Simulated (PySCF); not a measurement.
## Basis and Hamiltonian dependence of the ionisation energy of Sn⁺

Sn⁺ [Kr] 4d10 5s2 5p1 (2P) → Sn²⁺ [Kr] 4d10 5s2 (1S). All values are computed (PySCF 2.14, energy differences of UHF-based or UKS calculations, no spin-orbit coupling). Values in eV.

```
                                                                               basis       Hamiltonian  functions     UHF  r2SCAN    PBE0  MP2 (valence)  CCSD(T) (valence)  CCSD(T) (valence and next inner shell)
                                                            cc-pVDZ-PP with ECP28MDF               ECP         23  13.716  14.359     n/a         13.847             13.923                                     n/a
                                def2-SVP with the def2 core potential (28 electrons)               ECP         26  13.718     n/a  14.265         13.852             13.931                                     n/a
                                                                          x2c-SVPall     spin-free X2C         36  13.747     n/a     n/a         13.863             13.929                                     n/a
                                                      aug-cc-pwCVDZ-PP with ECP28MDF               ECP         48  13.728  14.367  14.247         13.880             13.965                                  14.021
                                                        aug-cc-pVTZ-PP with ECP28MDF               ECP         55  13.747  14.378  14.257         13.954             14.038                                     n/a
                                                                        x2c-TZVPPall     spin-free X2C         60  13.717  14.336  14.240         13.906             13.982                                  14.103
                                                                         x2c-TZVPall     spin-free X2C         60  13.717     n/a  14.240         13.906                n/a                                     n/a
                                                                        ANO-RCC-VTZP     spin-free X2C         68  13.755  14.375  14.264         13.941             14.024                                  14.145
                                                                     aug-cc-pVTZ-DK3     spin-free X2C         68  13.742  14.361  14.252         13.947             14.028                                     n/a
                                                        aug-cc-pVQZ-PP with ECP28MDF               ECP         92  13.755  14.389  14.261         13.989             14.064                                     n/a
                                                                     aug-cc-pVQZ-DK3     spin-free X2C        102  13.747  14.372  14.258         13.978             14.052                                     n/a
aug-cc-pVQZ-PP with one added diffuse shell each of s, p, d, f, g type with ECP28MDF               ECP        117  13.755  14.389  14.262         13.989                n/a                                     n/a
                   x2c-QZVPPall with one added diffuse shell each of s, p, d, f type     spin-free X2C        128  13.749  14.378  14.265         13.978                n/a                                     n/a
                                                                          dyall-av2z  non-relativistic        130  13.702  14.331  14.221         13.844             13.933                                     n/a
```

Extrapolation of CCSD(T) (valence) from aug-cc-pVTZ-PP with ECP28MDF and aug-cc-pVQZ-PP with ECP28MDF: the correlation parts are 0.291 and 0.310 eV; with the X⁻³ form and unrounded values, (4³ × 0.310 − 3³ × 0.291)/(4³ − 3³) = 0.323 eV, and adding the Hartree-Fock value 13.755 eV of the larger basis gives 14.078 eV.

Extrapolation of CCSD(T) (valence) from aug-cc-pVTZ-DK3 and aug-cc-pVQZ-DK3: the correlation parts are 0.286 and 0.305 eV; with the X⁻³ form and unrounded values, (4³ × 0.305 − 3³ × 0.286)/(4³ − 3³) = 0.318 eV, and adding the Hartree-Fock value 13.747 eV of the larger basis gives 14.066 eV.

Frozen in the all-electron rows: valence: [Kr] 4d10; valence and next inner shell: [Ar] 3d10; with a core potential, the same shells as far as they lie outside it.

Non-relativistic rows lack the scalar-relativistic shift.

Reference for a calculation without spin-orbit coupling: 14.282 eV (measured, between term centres; NIST).
